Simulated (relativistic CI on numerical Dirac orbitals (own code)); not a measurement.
**Cu2+ (3d9) in a crystal field**

Calculated by Dirac-Coulomb-Breit CI, separate exchange-only KLI orbitals for each configuration, QED by a radiative potential, valence Slater integrals scaled by 0.9, one configuration in a parametric crystal field (own radial code).

Field parameters in Wybourne normalisation: D4h B²₀ = −7Ds, B⁴₀ = 21(Dq − Dt), B⁴₄ = 21√(5/14) Dq. The field is a parameter set, without covalency.

S is read from ⟨S²⟩ = S(S + 1).

Powder χT (cm³ K mol⁻¹) by Van Vleck's formula, with temperature-independent terms:

| Field | 2 K | 5 K | 10 K | 20 K | 50 K | 100 K | 200 K | 300 K |
| --- | --- | --- | --- | --- | --- | --- | --- | --- |
| D4h, 10Dq = 10250, Ds = -1500, Dt = 0 cm⁻¹ | 0.478 | 0.478 | 0.479 | 0.48 | 0.482 | 0.487 | 0.496 | 0.504 |
| D4h, 10Dq = 10250, Ds = -1090, Dt = 0 cm⁻¹ | 0.482 | 0.482 | 0.482 | 0.483 | 0.486 | 0.491 | 0.5 | 0.509 |
| D4h, 10Dq = 10250, Ds = -680, Dt = 0 cm⁻¹ | 0.485 | 0.486 | 0.486 | 0.487 | 0.49 | 0.495 | 0.504 | 0.514 |
| D4h, 10Dq = 10250, Ds = -270, Dt = 0 cm⁻¹ | 0.49 | 0.49 | 0.49 | 0.491 | 0.494 | 0.5 | 0.51 | 0.52 |
| D4h, 10Dq = 10250, Ds = 140, Dt = 0 cm⁻¹ | 0.491 | 0.492 | 0.492 | 0.493 | 0.496 | 0.502 | 0.513 | 0.523 |
| D4h, 10Dq = 10250, Ds = 550, Dt = 0 cm⁻¹ | 0.488 | 0.488 | 0.489 | 0.49 | 0.493 | 0.498 | 0.507 | 0.517 |
| D4h, 10Dq = 10250, Ds = 950, Dt = 0 cm⁻¹ | 0.486 | 0.486 | 0.486 | 0.487 | 0.49 | 0.495 | 0.504 | 0.514 |
| D4h, 10Dq = 10250, Ds = 1360, Dt = 0 cm⁻¹ | 0.483 | 0.484 | 0.484 | 0.485 | 0.488 | 0.492 | 0.501 | 0.511 |

Problem. For D4h, 10Dq = 10250, Ds = -680, Dt = 0 cm⁻¹: what effective moment follows at 300 K?

Solution. μ_eff = √(8χT) = 2.03 μB. The ground level has S = 0.50; the spin-only moment for S = 1/2 is 1.73 μB. The difference comes from the orbital moment, spin-orbit mixing of terms and temperature-independent paramagnetism, all larger in this ionic model than in covalent complexes.
